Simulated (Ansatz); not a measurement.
CH4BBrS (`CB(S)Br`), relaxed with RKS PBE-D4/def2-SVP in the Gaussian-basis code of Ansatz from a rough embedded geometry. The force threshold is 0.03 eV/Å; the program also tests the step.

Charge 0, multiplicity 1.

Start:

```xyz
8

C     0.496    0.519   -0.703
B    -0.197    0.041    0.589
S    -1.808   -0.872    0.461
Br    0.532    0.428    2.369
H    -0.022    0.264   -1.608
H     0.685    1.645   -0.696
H     1.536    0.064   -0.774
H    -1.222   -2.089    0.363
```

Q: By how much does the energy fall, and how many steps does the optimiser take? (Estimate.)

A: The calculation gave: 16.92 kcal/mol, in 10 steps.

Q: Which bonds change most? (Estimate.)

A: The calculation gave: B2–S3 from 1.855 to 1.799 Å; C1–H5 from 1.072 to 1.108 Å; C1–H6 from 1.142 to 1.110 Å; C1–B2 from 1.542 to 1.569 Å.

Q: Give the relaxed structure. (An estimate is asked.)

A: Computed: 
```xyz
8

C     0.524    0.408   -0.649
B    -0.134   -0.018    0.710
S    -1.449   -1.228    0.921
Br    0.492    0.781    2.364
H     0.048   -0.032   -1.548
H     0.518    1.513   -0.751
H     1.595    0.112   -0.646
H    -1.594   -1.536   -0.401
```
